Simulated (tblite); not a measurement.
Species: C7H11OP.
Cartesian coordinates in Å at the GFN2-xTB level; atoms count from 1:
```
atom  x, y, z in Å
C1     3.9278   -0.6288    0.1211
C2     2.9768    0.0301   -0.1867
C3     1.8173    0.8118   -0.5411
P4     0.4271    0.5118    0.6775
C5    -0.0938   -1.1852    0.1134
C6    -1.5498   -1.4107    0.5238
O7    -2.4488   -0.5478   -0.1308
C8    -2.2759    0.8054    0.2125
C9    -0.9366    1.3755   -0.2562
H10    4.7718   -1.1952    0.3796
H11    2.0674    1.8770   -0.4964
H12    1.4894    0.5619   -1.5561
H13    0.0024   -1.2767   -0.9725
H14    0.5435   -1.9339    0.5882
H15   -1.6461   -1.2942    1.6157
H16   -1.8721   -2.4192    0.2499
H17   -3.1052    1.3310   -0.2694
H18   -2.3670    0.9311    1.3039
H19   -0.9033    2.4465   -0.0457
H20   -0.8301    1.2203   -1.3337
```

Calculated harmonic vibrations of the isolated species, GFN2-xTB (tblite), most abundant isotopes, no scaling. The method is semi-empirical: single wavenumbers can be off by several per cent or more. One conformer, not necessarily the lowest.

Harmonic wavenumbers (cm⁻¹): 41.1, 85.1, 138.8, 186.9, 216.7, 281.8, 294.9, 302.7, 380.0, 387.1, 405.1, 540.5, 627.3, 639.8, 679.8, 694.8, 736.9, 780.8, 810.1, 861.1, 930.8, 959.7, 977.1, 1002.4, 1014.1, 1048.6, 1089.3, 1102.4, 1138.1, 1143.6, 1174.7, 1187.0, 1230.9, 1258.1, 1291.1, 1331.6, 1344.4, 1396.3, 1423.0, 1430.5, 1460.8, 1464.7, 2286.7, 2845.4, 2847.1, 2904.1, 2926.9, 2934.1, 2939.3, 2957.6, 2958.9, 2966.9, 2971.6, 3398.4.

A = 3242, B = 822.6, C = 709.4 MHz; mass 142.055 u (most abundant isotopes); point group C1, symmetry number 1.

Problem. What is the zero-point energy?

Solution. Half the sum of the wavenumbers: 35214 cm⁻¹ = 421.25 kJ/mol.

Problem. Entropy at 500 K, 1 bar (ideal gas, RRHO, classical rotation)?

Solution. Translation 181.41, rotation 129.96, vibration 204.19: S = 515.6 J/(mol K).

Problem. And Cp and H(500 K) − H(0)?

Solution. Cp = 250.32 J/(mol K), of which vibrations give 217.06 (their classical limit is 54 R = 449.0); H(500 K) − H(0) = 71.07 kJ/mol without the zero-point energy, 54.44 from vibrations.

Problem. Which modes carry the vibrational entropy at 500 K?

Solution. 41.1 cm⁻¹: 26.07; 85.1 cm⁻¹: 20.03; 138.8 cm⁻¹: 16.00; 186.9 cm⁻¹: 13.57; 216.7 cm⁻¹: 12.37; 281.8 cm⁻¹: 10.28 J/(mol K); the other 48 give 105.86 together.

Problem. What must be added to the electronic energy to get the Gibbs energy at 500 K and 1 bar?

Solution. ZPE + [H(500 K) − H(0)] − T·S = 421.25 + 71.07 − 257.78 = 234.54 kJ/mol.

Hindered rotation and anharmonicity are outside this model. Other conformers, if any are populated, would add a mixing term that is left out. The structure is chiral; the term R ln 2 for an equal mix with its mirror image is left out.
